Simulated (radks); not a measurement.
Values are calculated unless marked as measured or tabulated.
Charge is removed step by step from the 1s up level of H, starting from 1s(up 1, down 0). Level of theory: scalar-relativistic Kohn-Sham, PBE, spin-polarised, spherical densities, finite nucleus; Gaussian nuclear charge, rms radius 0.8783 fm (a radial shooting solver on a logarithmic mesh with Libxc functionals).

| removed (e) | E - E(0) (eV) | eigenvalue (eV) |
|---|---|---|
| 0 | 0.000 | -7.595 |
| 0.1 | 0.820 | -8.808 |
| 0.2 | 1.763 | -10.055 |
| 0.3 | 2.832 | -11.328 |
| 0.4 | 4.029 | -12.614 |
| 0.5 | 5.354 | -13.897 |
| 0.6 | 6.807 | -15.150 |
| 0.7 | 8.382 | -16.332 |
| 0.8 | 10.068 | -17.358 |
| 0.9 | 11.842 | -18.003 |

The mean slope of the eigenvalue, de/dn, is 11.6 eV per electron.
